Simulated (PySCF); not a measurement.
ECD: SMILES CS[C@]1(F)CC[S@@]1=O, C4H7FOS2

Geometry:
```json
{"atom": "C1", "x (Å)": "2.336", "y (Å)": "1.001", "z (Å)": "0.214"}
{"atom": "S2", "x (Å)": "0.804", "y (Å)": "1.105", "z (Å)": "-0.753"}
{"atom": "C3", "x (Å)": "0.104", "y (Å)": "-0.505", "z (Å)": "-0.362"}
{"atom": "F4", "x (Å)": "0.967", "y (Å)": "-1.514", "z (Å)": "-0.698"}
{"atom": "C5", "x (Å)": "-1.317", "y (Å)": "-0.695", "z (Å)": "-0.872"}
{"atom": "C6", "x (Å)": "-2.013", "y (Å)": "-0.287", "z (Å)": "0.421"}
{"atom": "S7", "x (Å)": "-0.503", "y (Å)": "-0.668", "z (Å)": "1.447"}
{"atom": "O8", "x (Å)": "-0.120", "y (Å)": "0.509", "z (Å)": "2.213"}
{"atom": "H9", "x (Å)": "2.863", "y (Å)": "0.091", "z (Å)": "-0.058"}
{"atom": "H10", "x (Å)": "2.924", "y (Å)": "1.872", "z (Å)": "-0.057"}
{"atom": "H11", "x (Å)": "2.092", "y (Å)": "1.020", "z (Å)": "1.271"}
{"atom": "H12", "x (Å)": "-1.480", "y (Å)": "-1.747", "z (Å)": "-1.108"}
{"atom": "H13", "x (Å)": "-1.562", "y (Å)": "-0.093", "z (Å)": "-1.746"}
{"atom": "H14", "x (Å)": "-2.890", "y (Å)": "-0.861", "z (Å)": "0.700"}
{"atom": "H15", "x (Å)": "-2.211", "y (Å)": "0.779", "z (Å)": "0.483"}
```

Theory: PySCF 2.14.0, TDDFT wB97X-D/aug-cc-pVDZ circular dichroism and optical rotation, one conformer, gas phase. Geometry: GFN2-xTB.

The molecule is flexible and this is one conformer; a measurement averages over conformers.

Task: What are the CIP labels of the stereocentres?

Result: C3 R, S7 S.

Task: Which excitations and rotatory strengths does the calculation give?

Result: Rotatory strengths R in 10⁻⁴⁰ esu² cm², velocity form and length form (origin at the centre of mass); f in length form.
| state | E (eV) | λ (nm) | f | R (velocity) | R (length) | main |
| --- | --- | --- | --- | --- | --- | --- |
| 1 | 5.17 | 240 | 0.047 | +35.3 | +36.6 | HOMO→LUMO+1 0.23, HOMO→LUMO+4 0.19 |
| 2 | 5.42 | 229 | 0.006 | -24.0 | -22.8 | HOMO→LUMO+1 0.25, HOMO−1→LUMO+1 0.24 |
| 3 | 5.62 | 221 | 0.004 | -15.4 | -19.2 | HOMO−1→LUMO+1 0.21, HOMO→LUMO+6 0.15 |
| 4 | 6.30 | 197 | 0.051 | +41.0 | +38.8 | HOMO→LUMO 0.19, HOMO→LUMO+10 0.10 |
| 5 | 6.37 | 195 | 0.001 | +6.9 | +6.8 | HOMO−2→LUMO+1 0.31, HOMO−2→LUMO+4 0.09 |
| 6 | 6.48 | 191 | 0.018 | -9.0 | -8.5 | HOMO→LUMO 0.27, HOMO→LUMO+2 0.16 |
| 7 | 6.61 | 188 | 0.021 | +3.1 | +3.0 | HOMO−1→LUMO 0.19, HOMO→LUMO+2 0.18 |
| 8 | 6.74 | 184 | 0.007 | +1.4 | +2.1 | HOMO→LUMO+10 0.17, HOMO→LUMO+6 0.10 |
| 9 | 6.85 | 181 | 0.039 | +1.3 | 0.0 | HOMO→LUMO+9 0.12 |
| 10 | 7.02 | 177 | 0.030 | -3.1 | -3.5 | HOMO→LUMO+3 0.40, HOMO→LUMO+4 0.17 |
| 11 | 7.10 | 175 | 0.008 | +13.1 | +14.6 | HOMO−1→LUMO+2 0.10, HOMO−1→LUMO+1 0.09 |
| 12 | 7.23 | 171 | 0.014 | -5.4 | -5.5 | HOMO→LUMO+9 0.15, HOMO−1→LUMO+2 0.08 |
| 13 | 7.26 | 171 | 0.005 | +4.4 | +4.5 | HOMO−1→LUMO+3 0.18, HOMO→LUMO+8 0.11 |
| 14 | 7.36 | 168 | 0.008 | -5.9 | -5.9 | HOMO−1→LUMO 0.19, HOMO−1→LUMO+3 0.12 |
| 15 | 7.38 | 168 | 0.083 | -9.6 | -8.9 | HOMO→LUMO+4 0.20, HOMO→LUMO+8 0.13 |
| 16 | 7.49 | 166 | 0.011 | -21.8 | -20.8 | HOMO−1→LUMO+4 0.22, HOMO−2→LUMO 0.15 |

Among the states computed, the strongest CD band (largest |R|) is state 4. The largest dissymmetry factor in size, g = 4R/(D+G), with D and G the electric and magnetic dipole strengths, is +0.042 for state 5 (velocity form, f = 0.002), among bands with |R| over 0.5. The mirror image has the same energies and oscillator strengths and all R with the opposite sign.
